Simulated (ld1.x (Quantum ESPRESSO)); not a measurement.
# Scattering properties, RRKJ potential for chromium (Cr)

Cr (Z = 24), norm-conserving RRKJ (Kleinman–Bylander form), made with ld1.x (Quantum ESPRESSO) 7.5 (LDA (PZ), scalar-relativistic). Core [Ne], reference 3s2 3p6 3d5 4s1 4p0. Waves: 3p (bound): rc 0.95 bohr; 3d (bound): rc 1.45 bohr; 3s (bound): rc 1.10 bohr. Local part: the s channel. Core correction: a·sin(br)/r model core inside 0.80 bohr. rho0 = 0.02.

Occupied shells without a wave of their own: 4s. They enter only through the test configuration that unscreens the potential, and ld1.x also counts them in the model core charge.

The phase is arctan(r·u′/u) with u = r·R(r), unwrapped; energies in Ry, scanned from -7 to 5 Ry. A pole is an energy at which the radial function vanishes at the test radius. The pseudo phase is shifted by a multiple of π to meet the all-electron one at the reference energy, and phase errors are pseudo minus all-electron; the curves can meet again beyond the range given. Levels narrower than the energy grid can be missing from the lists of poles.

Q: For each channel, where are the poles, and over which energies does the pseudopotential scatter like the atom?

A:

| channel | radius (bohr) | reference energy (Ry) | poles, all-electron | poles, pseudo | unbroken range about the reference energy with phases within 0.05 rad | phase error 1 Ry above the reference energy (rad) |
| --- | --- | --- | --- | --- | --- | --- |
| s | 1.59 | -5.41 | -4.67 | -4.67 | below 1.2 | -0.001 |
| p | 1.59 | -3.33 | -2.37 | -2.37 | below 3.5 | -0.001 |
| d | 1.59 | -0.23 | 1.23 | 1.26 | below 4.3 | +0.004 |

ld1.x takes every shell without a wave as core, so the model core holds the 4s electrons as well and exchange and correlation see them twice. This cancels in the reference configuration, but the file is broken for other ones, and its errors say nothing about a proper core correction.

Phases in the p channel:

```json
{"E (Ry)": "-7.00", "all-electron": "1.261", "pseudo": "1.261"}
{"E (Ry)": "-6.48", "all-electron": "1.232", "pseudo": "1.232"}
{"E (Ry)": "-5.96", "all-electron": "1.192", "pseudo": "1.191"}
{"E (Ry)": "-5.44", "all-electron": "1.128", "pseudo": "1.127"}
{"E (Ry)": "-4.92", "all-electron": "1.013", "pseudo": "1.011"}
{"E (Ry)": "-4.40", "all-electron": "0.737", "pseudo": "0.734"}
{"E (Ry)": "-3.88", "all-electron": "-0.161", "pseudo": "-0.163"}
{"E (Ry)": "-3.36", "all-electron": "-1.142", "pseudo": "-1.142"}
{"E (Ry)": "-2.84", "all-electron": "-1.451", "pseudo": "-1.451"}
{"E (Ry)": "-2.32", "all-electron": "-1.579", "pseudo": "-1.580"}
{"E (Ry)": "-1.80", "all-electron": "-1.652", "pseudo": "-1.653"}
{"E (Ry)": "-1.28", "all-electron": "-1.704", "pseudo": "-1.705"}
{"E (Ry)": "-0.76", "all-electron": "-1.745", "pseudo": "-1.747"}
{"E (Ry)": "-0.24", "all-electron": "-1.782", "pseudo": "-1.785"}
{"E (Ry)": "0.28", "all-electron": "-1.819", "pseudo": "-1.823"}
{"E (Ry)": "0.80", "all-electron": "-1.857", "pseudo": "-1.863"}
{"E (Ry)": "1.32", "all-electron": "-1.901", "pseudo": "-1.909"}
{"E (Ry)": "1.84", "all-electron": "-1.952", "pseudo": "-1.965"}
{"E (Ry)": "2.36", "all-electron": "-2.017", "pseudo": "-2.035"}
{"E (Ry)": "2.88", "all-electron": "-2.101", "pseudo": "-2.130"}
{"E (Ry)": "3.40", "all-electron": "-2.219", "pseudo": "-2.265"}
{"E (Ry)": "3.92", "all-electron": "-2.391", "pseudo": "-2.470"}
{"E (Ry)": "4.44", "all-electron": "-2.652", "pseudo": "-2.783"}
{"E (Ry)": "4.96", "all-electron": "-3.026", "pseudo": "-3.208"}
```
